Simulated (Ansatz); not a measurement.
`C[C]1=[N][AlH]1` → `N#C[CH2][AlH2]`  (isomerisation)

Computed with Ansatz on PBE0-D4/def2-TZVP structures; ΔE is electronic, products minus reactants. CBS: MP2 limit from def2 TZ/QZ plus the TZ coupled-cluster correction, frozen cores. Functionals use def2-TZVPP.

CCSD(T)/CBS gives -22.1 kcal/mol.

Q: Another level gave -23.7 kcal/mol. Which?
A. LC-ωPBE/def2-TZVPP
B. revPBE-D4/def2-TZVPP
C. B2PLYP/def2-TZVPP
D. LDA (SPW92)/def2-TZVPP

A: C. B2PLYP -23.7, revPBE-D4 -19.5, LC-ωPBE -21.7, LDA (SPW92) -13.0 kcal/mol.

Q: What do rigid-rotor, harmonic-oscillator terms from PBE0-D4/def2-TZVP frequencies (298.15 K, 1 bar) make of the CCSD(T)/CBS value? (Estimate.)

A: The calculation gave: ΔZPE = -2.8 kcal/mol, ΔH = -24.6 kcal/mol, ΔS = 17 J/(mol·K), ΔG = -25.8 kcal/mol. Modes under 50 cm⁻¹ make the entropy rough.

Largest T1 diagnostic among the species: 0.017.

From BLYP to BHLYP (50 % exact exchange), in def2-TZVPP and without D4, ΔE moves by −1.7 kcal/mol. Leaving LDA and LC-ωPBE aside and taking each functional with its dispersion term where it has one, the values, not all of them listed here, spread over 5.9 kcal/mol, from BHLYP-D4 to PBE-D4. LDA lies +5.1 kcal/mol from PBE without D4. In def2-TZVPP, CCSD(T) changes the Hartree–Fock value by +6.3 kcal/mol (the triples alone add +1.4 kcal/mol) and MP2 by +5.5 kcal/mol.
